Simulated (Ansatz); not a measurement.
```xyz
15

C     0.300   -0.432   -1.547
C    -0.473   -0.219   -0.264
C    -1.590    0.788   -0.409
O     0.420    0.280    0.746
B     1.106   -0.539    1.559
F     0.976   -1.867    1.486
S     2.248    0.103    2.813
H     1.094   -1.167   -1.406
H     0.748    0.507   -1.880
H    -0.365   -0.796   -2.333
H    -0.882   -1.175    0.078
H    -2.110    0.928    0.540
H    -2.312    0.446   -1.152
H    -1.192    1.753   -0.730
H     2.033    1.390    2.499
```

Total charge 0; spin multiplicity 1.

(1) List the PBE0/def2-TZVPP orbital energies in eV (the Gaussian-basis code of Ansatz). (An estimate is asked.)

## Answers

(1) Ansatz gave: Occupied: -2422.31, -674.15, -523.32, -280.06, -278.13, -278.10, -217.70, -186.85, -161.53, -161.43, -161.35, -33.89, -29.34, -22.33, -20.69, -19.72, -17.17, -15.71, -15.00, -13.58, -13.37, -12.89, -12.35, -11.48, -11.24, -11.22, -10.82, -10.49, -9.61, -9.32, -9.23, -7.61. Lowest empty: 0.62, 0.87, 1.08, 1.89, 2.25, 2.27, 2.55, 3.08.
